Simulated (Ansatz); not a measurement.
The cluster Si₂F₂, relaxed as a singlet with RKS B3LYP-D4/def2-TZVP in Ansatz, starting from the GFN1-xTB geometry. Force threshold 0.02 eV/Å.

The restricted singlet is unstable towards broken spin symmetry at other levels; at B3LYP-D4/def2-TZVP this wasn't settled. At B3LYP-D4/def2-TZVP a triplet of charge 0 lies 0.38 eV below the restricted singlet, each at its own geometry. The structure comes from a short search, and lower isomers may exist.

Start:

```xyz
4

Si    0.404   -0.798    0.746
Si   -0.439    0.698   -0.822
F     1.034   -1.760    1.939
F    -0.998    1.860   -1.864
```

Question: Estimate the energy that the relaxation releases and the steps that it takes.

Answer: 1.66 eV, in 17 steps; 23 s on 4 threads of Arm Neoverse V1 on a shared host. No frequencies were taken in this run, so the end may be a saddle point.

Question: Does the start keep its bonding?

Answer: By distances, no bond broke or formed. The bond that changes most is Si1–Si2, from 2.33 to 2.57 Å (atoms count from 1).

Question: Predict the relaxed structure.

Answer: 
```xyz
4

Si   -0.253   -1.180    0.709
Si   -0.047    0.326   -1.362
F     1.203   -0.627    1.224
F    -0.903    1.481   -0.571
```
Bond lengths: 2 × F–Si 1.64 Å; 1 × Si–Si 2.57 Å.
